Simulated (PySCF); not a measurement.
F2Si, triplet, at a GFN2-xTB geometry (the spin is typed, not shown lowest). Base run: PySCF with PBE0/def2-SVP.

Here is a job for PySCF.
```python
from pyscf import gto, scf, dft

mol = gto.Mole()
mol.atom = '''
    Si   -0.032698   -0.015437    0.553070
    F     1.105724   -0.706254   -0.386345
    F    -1.054860    0.730267   -0.473986
'''
mol.basis = 'def2-svp'
mol.charge = 0
mol.spin = 2
mol.verbose = 4
mol.build()

mf = dft.UKS(mol)
mf.xc = 'pbe0'
mf.kernel()
```

The base run was repeated with changes; each row names its change, and settings that it needs were set with it.

```csv
change,ΔE vs base (mEh),grid points,electrons on the grid
base,0.000,47704,32.00000
"grids.atom_grid = (99, 590)",-0.004,93960,32.00000
grids.level = 0,58.803,3800,31.98834
grids.level = 4,-0.004,86592,32.00000
grids.level = 5,-0.004,131312,32.00000
grids.radi_method = mura_knowles,0.000,45032,32.00000
"grids.atom_grid = (75, 302)",0.017,42392,31.99995
grids.level = 1,-0.125,17016,32.00031
grids.prune = off,0.000,80024,32.00000
grids.level = 2,0.017,35136,31.99995
"grids.atom_grid = (150, 974)",-0.005,235024,32.00000
```

Open shells are given as the SCF converged; they aren't shown to be the lowest states, and a large step between rows can be another state.
